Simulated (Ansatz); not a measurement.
Reactions of BGeH₆NS, SMILES `NB[S][GeH3]`.

Gas-phase electronic energies from Ansatz, PBE0-D4/def2-TZVP geometries. CCSD(T)/CBS adds triple-zeta CCSD(T) − MP2 to the extrapolated MP2 energy (def2 sets, frozen cores). This one scheme is used for every species. DFT in def2-TZVPP. For Ge, Se outer-core shells are correlated without core-valence functions, which leaves a few kJ/mol of doubt a bond. Scalar relativity is left out up to krypton. Each species was taken in one conformer, which may not be the lowest.

| reaction | CCSD(T)/CBS(def2) (kJ/mol) |
| --- | --- |
| `NB[S][GeH3]` + `N[SiH2]S` → `N[SiH2][S][GeH3]` + `NBS` | -8 |
| `NB[S][GeH3]` + H₂Se → `NB[SeH]` + `[SH][GeH3]` | 6 |
| `NB[S][GeH3]` + CH₃NH₂ → `CNBN` + `[SH][GeH3]` | ? |
| `NB[S][GeH3]` + `N=CO` → `N=COBN` + `[SH][GeH3]` | -34 |
| `NB[S][GeH3]` + H₂O → `[OH][GeH3]` + `NBS` | 30 |
| `NB[S][GeH3]` + `O[SiH2]F` → `NBO[SiH2]F` + `[SH][GeH3]` | -49 |
| `NB[S][GeH3]` + H₂ → GeH₄ + `NBS` | 26 |
| `NB[S][GeH3]` + `OCF` → `NBOCF` + `[SH][GeH3]` | ? |
| `NB[S][GeH3]` + `C[SiH2]O` → `C[SiH2][O][GeH3]` + `NBS` | 8 |
| `NB[S][GeH3]` + dimethylamine → `CN(C)BN` + `[SH][GeH3]` | ? |

Q: Fill in the missing values. (Best estimate.)

A: Computed: `NB[S][GeH3]` + CH₃NH₂ → `CNBN` + `[SH][GeH3]`: -26.5 kJ/mol; `NB[S][GeH3]` + `OCF` → `NBOCF` + `[SH][GeH3]`: -43.5 kJ/mol; `NB[S][GeH3]` + dimethylamine → `CN(C)BN` + `[SH][GeH3]`: -30.5 kJ/mol.

Largest T1 diagnostic: 0.014, for `N=COBN`.
